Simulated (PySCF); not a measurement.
**Bonds of P to H, O, N**

CCSD(T) extrapolated to the basis-set limit (PySCF; H2 CCSD(T)/CBS(TQ)+SR, N2 CCSD(T)/CBS(TQ)+CV+SR, O2 CCSD(T)/CBS(TQ)+CV+SR, PH CCSD(T)/CBS(TQ)+CV+SR, PN CCSD(T)/CBS(TQ)+CV+SR, PO CCSD(T)/CBS(TQ)+CV+SR; CV core-valence, SR scalar-relativistic term); no spin–orbit coupling. D0 is De less the harmonic zero-point energy.

| X | state of PX | D0(PX) (eV) | D0(X₂) (eV) |
| --- | --- | --- | --- |
| H | triplet (π ↑↑) | 3.04 | 4.48 |
| O | doublet (π ↑) | 6.08 | 5.09 |
| N | singlet (closed shell) | 6.22 | 9.74 |

Question: Give the energy of P + X₂ → PX + X at 0 K for each X.

Answer: H: 4.48 − 3.04 = +1.44 eV; O: 5.09 − 6.08 = -0.99 eV; N: 9.74 − 6.22 = +3.52 eV (composite CCSD(T); negative means exothermic).

Question: Does an atom of O displace H from PH?

Answer: PH + O → PO + H has ΔE = 3.04 − 6.08 = -3.04 eV at composite CCSD(T), so it is downhill.

Gas-phase diatomics only hint at surface chemistry, where an atom holds several bonds.

Correlated steps freeze the inner cores (0 to 6 orbitals); shallow outer-core shells are correlated. Where the molecule has an RHF reference, its open-shell atoms are computed with UHF. States were picked by a PBE0 search and need not be the measured ground states.
